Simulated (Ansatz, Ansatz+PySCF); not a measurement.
```yaml
atoms:
  - { symbol: C, position_ang: [0.0000, 0.0000, 0.0000] }
  - { symbol: H, position_ang: [1.0903, 0.0000, 0.0000] }
  - { symbol: H, position_ang: [-0.5452, 0.9443, 0.0000] }
  - { symbol: H, position_ang: [-0.5452, -0.9443, 0.0000] }
  - { symbol: C, position_ang: [10.0000, 0.0000, 0.0000] }
  - { symbol: H, position_ang: [11.0903, 0.0000, 0.0000] }
  - { symbol: H, position_ang: [9.4548, 0.9443, 0.0000] }
  - { symbol: H, position_ang: [9.4548, -0.9443, 0.0000] }
```

Basis set: cc-pVDZ (spherical functions). Left uncorrelated: 2 orbitals. Charge 0, multiplicity 1.

Computed with Ansatz (development build ahead of 0.2.0); each method stands on the lowest determinant of its kind that the runs found. Restricted open shells among the atoms or ions are ROHF, correlated in semicanonical orbitals with singles. Restricted functionals stand beside restricted open-shell atoms, which can lie above the unrestricted atoms usual in DFT and then raise those values.

Give the atomization energy at this shape (free ground-state atoms in the same class of orbitals less the molecule, no zero-point energy) of singlet C₂H₆ in separate pieces by RHF-MP2, ωB97X (unrestricted), r²SCAN (unrestricted), PBE0 (unrestricted), r²SCAN (restricted), PBE (unrestricted), PBE (restricted), ωB97X (restricted), PBE0 (restricted), UHF-CCSD(T), UHF-MP2, UHF, RHF.

```csv
method,atomization energy
RHF-MP2,3129.3 kJ/mol
ωB97X (unrestricted),2517.4 kJ/mol
r²SCAN (unrestricted),2560.3 kJ/mol
PBE0 (unrestricted),2537.5 kJ/mol
r²SCAN (restricted),2380.6 kJ/mol
PBE (unrestricted),2548.3 kJ/mol
PBE (restricted),2429.5 kJ/mol
ωB97X (restricted),2113.5 kJ/mol
PBE0 (restricted),2297.1 kJ/mol
UHF-CCSD(T),2405.4 kJ/mol
UHF-MP2,2386.5 kJ/mol
UHF,1991.5 kJ/mol
RHF,1388.1 kJ/mol
```

Caution for RHF-MP2, r²SCAN (restricted), PBE (restricted), ωB97X (restricted), PBE0 (restricted), RHF: an unrestricted determinant lies well below. Caution for RHF-MP2: large amplitudes, a single reference is doubtful. Caution for ωB97X (unrestricted), r²SCAN (unrestricted), PBE0 (unrestricted), r²SCAN (restricted), PBE (unrestricted), PBE (restricted), ωB97X (restricted), PBE0 (restricted): charge can spread falsely over distant fragments. Caution for ωB97X (unrestricted), PBE0 (unrestricted), UHF-CCSD(T), UHF-MP2, UHF: the unrestricted determinant is a mixture of spin states. Caution for r²SCAN (unrestricted), PBE (unrestricted): the unrestricted determinant is spin contaminated. Caution for UHF-CCSD(T), UHF-MP2: bonds are stretched, where a single reference can fail. Caution for UHF-CCSD(T): the program doubts this total.
